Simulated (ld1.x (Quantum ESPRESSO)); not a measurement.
Ta (Z = 73), PAW: configuration errors across variants

ld1.x (Quantum ESPRESSO) 7.5 input, shortened:

```
&input
   title='Ta', zed=73., rel=1, dft='PZ', iswitch=3,
   config='[Xe] 4f14 5d3 6s2 6p0'
 /
 &inputp
   pseudotype=3, lpaw=.true., tm=.true., lloc=-1, rcloc=1.30,
   nlcc=.true., new_core_ps=.true.,
   which_augfun='PSQ', rmatch_augfun_nc=.true.
 /
6
6S  1  0   2.00   0.00  2.35  2.55  0.0
6S  1  0   0.00   0.05  2.35  2.55  0.0
6P  2  1   0.00   0.00  2.05  2.75  0.0
6P  2  1   0.00   3.60  2.05  2.75  0.0
5D  3  2   3.00   0.00  1.65  1.75  0.0
5D  3  2   0.00   0.05  1.65  1.75  0.0
 &test
   configts(1)='5d3 6s2 6p0'
 /
```

All-electron excitation energies from the reference (eV): (1) 5d3 6s1 6p0 8.702; (2) 5d3 6s0 6p0 24.010; (3) 5d2 6s0 6p0 47.938; (4) 5d3 6s1 6p1 4.259; (5) 5d2 6s2 6p0 7.911; (6) 5d3 6s0 6p1 13.889; (7) 5d3.5 6s1.5 6p0 0.984.

The default core radius of the base comes out at 1.75 bohr.

Tests that are not counted but printed errors over 1 eV. “local potential all-electron potential smoothed inside 1.60 bohr (lloc = -2)”: 5d3 6s1 6p1 (solver errors, printed error -2.2 eV); 5d3 6s0 6p1 (solver errors, printed error -2.6 eV).

2 further variants failed, have other tests or too few solved ones, and are left out.

A true bound ghost makes a file unfit for plane-wave use even where its test errors are small: the radial tests pick states by their node count and pass the ghost by. Where a test does run into it, the solver fails or the error is huge.

Errors AE − PS in meV (a dash: test not solved or not reliable):

| change | (1) | (2) | (3) | (4) | (5) | (6) | (7) | bound ghosts |
| --- | --- | --- | --- | --- | --- | --- | --- | --- |
| base | -4.3 | -21 | -237 | -1.8 | -47 | -7.3 | -7.1 | s, p |
| waves 5d (bound): rcut 1.65, rcutus 1.94 bohr; 5d channel at 0.05 Ry: rcut 1.65, rcutus 1.94 bohr | -4.2 | -20 | -237 | -1.8 | -47 | -7.3 | -7.1 | s, p |
| wave 6p channel at 3.6 Ry: rcut 2.05, rcutus 2.75 bohr becomes 6p channel at 2.57 Ry: rcut 2.05, rcutus 2.75 bohr | -4.3 | -21 | -237 | -1.9 | -47 | -8.3 | -7.1 | s, p |
| local potential all-electron potential smoothed inside 1.60 bohr (lloc = -2) | -4.3 | -21 | -237 | – | -47 | – | -7.1 | s |
| core correction Bessel-smoothed model core inside 1.72 bohr | -4.3 | -21 | -237 | -1.8 | -47 | -7.3 | -7.1 | s, p |

(1) Give the same row for: local potential all-electron potential smoothed inside 1.80 bohr (lloc = -1).

Results:

(1) -4.2, -20, -237, -6.0, -47, -31, -7.1; bound ghosts: s, p.
